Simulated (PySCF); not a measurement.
1-butanol (C4H10O), SMILES CCCCO.

Geometry optimised at TPSSh-D3(BJ)/def2-SVP. One conformer was computed; it need not be the lowest.

The numbers are results of PBE/def2-TZVP in PySCF, not measurements.

```
Item                                                                                                            Value
---------------------------------------------------------------------------------------------  ----------------------
total energy                                                                                       -233.44507 hartree
point group                                                                                                        Cs
highest occupied level                                                                                       -6.09 eV
lowest empty level                                                                                            0.26 eV
orbital gap                                                                                                   6.35 eV
dipole moment                                                                                                  1.46 D
quadrupole, principal values (traceless, Buckingham form, about the centre of nuclear charge)  -5.99, -0.90, 6.89 D·Å
mean static polarisability                                                                       57.4 bohr³ (8.51 Å³)
polarisability, principal values                                                               50.2, 54.0, 68.1 bohr³
```
